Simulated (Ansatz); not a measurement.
C2H5FSi (`F[SiH]1CC1`) at its PBE0-D4/def2-TZVP geometry, where that method's forces vanish. Total charge 0; spin multiplicity 1.

```xyz
9

F    -1.6261    0.5076   -1.6099
Si   -0.8471    0.6105   -0.2212
C     0.9328    0.2356   -0.1579
C    -0.0181   -0.8616    0.4558
H    -1.4886    1.6370    0.6185
H     1.4536   -0.0648   -1.0621
H     1.5854    0.7488    0.5416
H    -0.0485   -1.7983   -0.0928
H     0.0566   -1.0149    1.5279
```

**Question.** What forces (eV/Å) does PBE-D4/def2-TZVPP give on these atoms in Ansatz? (An estimate is asked.)

**Answer.** Computed: 
```
F1  -0.321 -0.040 -0.572
Si2 -0.002  0.182  0.326
C3   0.138  0.020 -0.006
C4   0.017 -0.118  0.070
H5  -0.068  0.124  0.118
H6   0.109 -0.046 -0.178
H7   0.139  0.113  0.126
H8  -0.017 -0.190 -0.097
H9   0.005 -0.045  0.214
```
